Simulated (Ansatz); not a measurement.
Geometry optimisation, RKS CAM-B3LYP/def2-SVP in Ansatz.

The input (input.yaml):

```yaml
crystal:
  periodic: [false, false, false]
  atoms:
    - { symbol: "N", position_ang: [-1.2956, -1.3401, 1.2876] }
    - { symbol: C, position_ang: [-0.0473, -1.3951, 0.6203] }
    - { symbol: O, position_ang: [-0.0811, -0.6325, -0.5867] }
    - { symbol: C, position_ang: [0.5613, 0.6604, -0.344] }
    - { symbol: Al, position_ang: [0.3178, 1.7145, -2.0263] }
    - { symbol: H, position_ang: [-1.4358, -0.321, 1.6814] }
    - { symbol: H, position_ang: [-1.3182, -1.9578, 2.087] }
    - { symbol: H, position_ang: [0.1721, -2.4364, 0.3382] }
    - { symbol: H, position_ang: [0.7764, -1.0948, 1.3736] }
    - { symbol: H, position_ang: [-0.0663, 1.1905, 0.4814] }
    - { symbol: H, position_ang: [1.5599, 0.5894, -0.0719] }
    - { symbol: H, position_ang: [1.6746, 2.0498, -2.7997] }
    - { symbol: H, position_ang: [-0.7976, 2.9384, -2.0259] }
basis:
  gaussian: { orbitals: def2-SVP }
hamiltonian:
  xc: cam_b3lyp
relax:
  f_tol: 0.015
  max_steps: 40
```

Command:

```bash
$ ansatz run input.yaml --threads 2 --pin off --max-ram 3072MiB --backend cpu --events-out ev --progress --plain --runs-dir out
```

Problem. Where does it end, and by what steps?

Solution. The run converged. After 21 steps the energy has fallen by 1.388 eV; H7 moved furthest, 1.80 Å. Joined: O3–Al5.

| step | energy less start (eV) | largest force component (eV/Å) | accepted |
| --- | --- | --- | --- |
| 0 | 0.0000 | 4.826 | yes |
| 1 | -0.6962 | 1.518 | yes |
| 2 | -0.8080 | 0.234 | yes |
| 3 | -0.8550 | 0.370 | yes |
| 4 | -0.8979 | 0.806 | yes |
| 5 | -0.9365 | 0.559 | yes |
| 6 | -1.0278 | 0.311 | yes |
| 7 | -1.1560 | 0.592 | yes |
| 8 | -1.2259 | 0.562 | yes |
| 9 | -1.2751 | 0.569 | yes |
| 10 | -1.2964 | 0.309 | yes |
| 11 | -1.3167 | 0.193 | yes |
| 12 | -1.3216 | 0.938 | yes |
| 13 | -1.3572 | 0.216 | yes |
| 14 | -1.3755 | 0.127 | yes |
| 15 | -1.3822 | 0.417 | yes |
| 16 | -1.3849 | 0.218 | yes |
| 17 | -1.3866 | 0.047 | yes |
| 18 | -1.3876 | 0.022 | yes |
| 19 | -1.3878 | 0.050 | yes |
| 20 | -1.3880 | 0.016 | yes |
| 21 | -1.3881 | 0.010 | yes |

```xyz
13
Properties=species:S:1:pos:R:3
N -1.127 -0.866 1.070
C 0.079 -1.206 0.432
O 0.611 -0.156 -0.396
C 0.856 1.191 0.174
Al 0.151 1.248 -1.652
H -1.153 -0.879 2.079
H -1.993 -1.142 0.627
H -0.015 -2.055 -0.264
H 0.857 -1.438 1.177
H 0.154 1.362 1.001
H 1.903 1.263 0.499
H 1.115 1.241 -2.907
H -1.418 1.403 -1.825
```

The run took 61 s on 2 threads of AMD EPYC 7R13 Processor (Zen 3) (shared host), peak memory 0.32 GiB.
